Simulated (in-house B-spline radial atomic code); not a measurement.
Successive ionisation energies of titanium; each step leads to the configuration of the next row (after the last: bare). Dirac energy differences include first-order Breit, QED and recoil terms. NIST's values go from ground level to ground level; the uncertainty of those that are theory runs from under 0.1 % in few-electron ions to several per cent in heavy many-electron ones. Computed with a radial B-spline atomic code at the basis-set limit: Dirac-Hartree-Fock, jj configuration that fills j = l - 1/2 first, finite nuclei.

A number in brackets counts the electrons of a j subshell.

```tsv
ion	configuration	ionisation energy (eV)	tabulated value (eV)	tabulated kind	computed minus tabulated (eV)	highest orbital	largest mean radius (bohr)
Ti	[Ar] 3d3/2(2) 4s2	5.8	6.82812	measured	-1	4s1/2	3.7433
Ti+	[Ar] 3d3/2(2) 4s1	12.7	13.5755	measured	-1	4s1/2	3.3272
Ti2+	[Ar] 3d3/2(2)	25.7	27.49171	measured	-2	3d3/2	1.4056
Ti3+	[Ar] 3d3/2(1)	42.2	43.26717	measured	-1	3d3/2	1.2513
Ti4+	[Ne] 3s2 3p6	98.1	99.299	measured	-1	3p3/2	1.0337
Ti5+	[Ne] 3s2 3p1/2(2) 3p3/2(3)	119.5	119.533	semi-empirical	0	3p3/2	1.0013
Ti6+	[Ne] 3s2 3p1/2(2) 3p3/2(2)	142.0	140.68	semi-empirical	1	3p3/2	0.97215
Ti7+	[Ne] 3s2 3p1/2(2) 3p3/2(1)	165.6	170.5	semi-empirical	-5	3p1/2	0.94527
Ti8+	[Ne] 3s2 3p1/2(2)	189.2	192.1	semi-empirical	-3	3p1/2	0.91821
Ti9+	[Ne] 3s2 3p1/2(1)	215.6	215.92	measured	0	3p1/2	0.89346
Ti10+	[Ne] 3s2	262.6	265.07	semi-empirical	-2	3s1/2	0.87004
Ti11+	[Ne] 3s1	290.9	291.5	semi-empirical	-1	3s1/2	0.85272
Ti12+	[He] 2s2 2p6	786.0	787.67	measured	-2	2p3/2	0.31826
Ti13+	[He] 2s2 2p1/2(2) 2p3/2(3)	866.4	864	semi-empirical	2	2p3/2	0.31337
Ti14+	[He] 2s2 2p1/2(2) 2p3/2(2)	949.8	944.5	semi-empirical	5	2p3/2	0.3086
Ti15+	[He] 2s2 2p1/2(2) 2p3/2(1)	1036.0	1042.5	semi-empirical	-6	2p3/2	0.30396
Ti16+	[He] 2s2 2p1/2(2)	1126.0	1130.2	semi-empirical	-4	2p1/2	0.29943
Ti17+	[He] 2s2 2p1/2(1)	1221.8	1220.3	semi-empirical	1	2p1/2	0.29499
Ti18+	[He] 2s2	1340.0	1346.3	semi-empirical	-6	2s1/2	0.29065
Ti19+	[He] 2s1	1425.1	1425.257	tabulated theory	0	2s1/2	0.28669
Ti20+	1s2	6247.6	6249.023	tabulated theory	-1	1s1/2	0.06878
Ti21+	1s1	6625.8	6625.81	tabulated theory	0	1s1/2	0.067592
```

**Question.** Where is the largest jump?

**Answer.** From Ti19+ to Ti20+, by a factor of 4.38 (1425.1 to 6247.6 eV); the highest orbital goes from 2s1/2 to 1s1/2.

**Question.** How far is this level of theory from the measured and semi-empirical values?

**Answer.** Over those 19 rows the differences run from -6.47 to +5.27 eV (mean absolute value 2.4 eV). The calculation leaves out correlation and, in open shells, the multiplet splittings that an average leaves out.
